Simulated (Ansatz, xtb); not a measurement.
**Relative energy of two isomers of C5H3NO**

Structure a is `N#CCC#CC=O`, a singlet and structure b is `N#CC#CCC=O`, a singlet. Both are isolated molecules in the gas phase, relaxed with PBE0-D3(BJ)/def2-SVP; each stands in its lowest conformer found.

Quicker runs give these differences E(b) − E(a): GFN2-xTB −0.023 eV; HF/STO-3G −0.194 eV (at GFN2-xTB geometries); r2SCAN-D4/def2-SVP −0.342 eV (at GFN2-xTB geometries).

Q: Estimate E(b) − E(a) at the level CCSD(T)/def2-SVP + ΔMP2/def2-TZVPP.

A: Calculated at CCSD(T)/def2-SVP + ΔMP2/def2-TZVPP: E(b) − E(a) = −0.152 eV, so structure b lies lower.

How the difference moves with the method:

```
                             level              geometry  E(b) − E(a) (eV)  departure from the last row (eV)  job, with rough time for the two
                          GFN2-xTB              GFN2-xTB              −0.023                            +0.129              optimisation, 0.43 s
                         HF/STO-3G              GFN2-xTB              −0.194                            −0.042               single point, 1.1 s
                r2SCAN-D4/def2-SVP              GFN2-xTB              −0.342                            −0.190               single point, 7.2 s
              PBE0-D3(BJ)/def2-SVP  PBE0-D3(BJ)/def2-SVP              −0.259                            −0.107             optimisation, 1.7 min
                       HF/def2-SVP  PBE0-D3(BJ)/def2-SVP              −0.083                            +0.068           part of the CCSD(T) run
                      MP2/def2-SVP  PBE0-D3(BJ)/def2-SVP              −0.237                            −0.085           part of the CCSD(T) run
                  CCSD(T)/def2-SVP  PBE0-D3(BJ)/def2-SVP              −0.178                            −0.026                      single point
CCSD(T)/def2-SVP + ΔMP2/def2-TZVPP  PBE0-D3(BJ)/def2-SVP              −0.152                                                  single point, 93 s
```

As drawn, both hold the same kinds of bond in the same numbers.

The levels shown agree on the order. The largest departure from CCSD(T)/def2-SVP + ΔMP2/def2-TZVPP is that of r2SCAN-D4/def2-SVP, 0.190 eV. The last row adds to CCSD(T) the change of the MP2 difference between the two basis sets, here +0.026 eV.

With thermal terms from frequencies at re-optimised GFN2-xTB minima (ideal gas, soft modes damped towards free rotors, one conformer each, 298.15 K, 1 atm): the zero-point term adds +0.004 eV; ΔH is −0.153 and ΔG −0.143 eV.

The correlated steps freeze 7 core orbitals. Run with Ansatz 0.2.0, xtb 6.7.1; the last row on 2 threads of Intel(R) Xeon(R) Processor @ 2.50GHz (Skylake/Cascade Lake) on a shared host.
